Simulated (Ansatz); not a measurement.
Consider the isomerisation: `FC[SiH](F)[SiH3]` → `FC(F)([SiH3])[SiH3]`.

Calculated with Ansatz (gas phase, PBE0-D4/def2-TZVP geometries, no zero-point term in ΔE). CCSD(T)/CBS adds triple-zeta CCSD(T) − MP2 to the extrapolated MP2 energy (def2 sets, frozen cores). DFT in def2-TZVPP. B3LYP here is the variant with VWN-RPA as its local correlation; programs differ in this. HSE06 is defined as in plane-wave codes. One conformer a species, not always the lowest.

Question: Is it downhill or uphill in electronic energy at CCSD(T)/CBS, and by how much? (Best estimate.)

Answer: Ansatz gave: Uphill: ΔE = +52.1 kcal/mol.

Question: What do these levels give: BLYP-D4, B3LYP-D4, B2PLYP, BLYP, PBE0, B3LYP, HSE06, BHLYP, CAM-B3LYP, HF/def2-SVP, CCSD(T)/def2-SVP, CCSD(T)/def2-TZVPP? (Best estimate.)

Answer: The calculation gave: BLYP-D4 48.0, B3LYP-D4 50.0, B2PLYP 51.3, BLYP 49.0, PBE0 51.3, B3LYP 50.6, HSE06 51.2, BHLYP 52.3, CAM-B3LYP 50.1, HF/def2-SVP 47.2, CCSD(T)/def2-SVP 44.1, CCSD(T)/def2-TZVPP 51.1 kcal/mol.

Question: What do rigid-rotor, harmonic-oscillator terms from PBE0-D4/def2-TZVP frequencies (298.15 K, 1 bar) make of the CCSD(T)/CBS value? (An estimate is asked.)

Answer: Computed: ΔZPE = -3.7 kcal/mol, ΔH = +48.3 kcal/mol, ΔS = -19 J/(mol·K), ΔG = +49.7 kcal/mol. Modes under 50 cm⁻¹ make the entropy rough.

Largest T1 diagnostic among the species: 0.013.

Leaving LDA and LC-ωPBE aside and taking each functional with its dispersion term where it has one, the values, not all of them listed here, spread over 4.8 kcal/mol, from BLYP-D4 to B97M-V. LDA lies −2.3 kcal/mol from PBE without D4. From r2SCAN to r2SCAN0 (25 % exact exchange), in def2-TZVPP and without D4, ΔE moves by +1.6 kcal/mol. At CCSD(T), def2-SVP lies −8.0 kcal/mol from the extrapolated value and def2-TZVPP −1.0 kcal/mol.
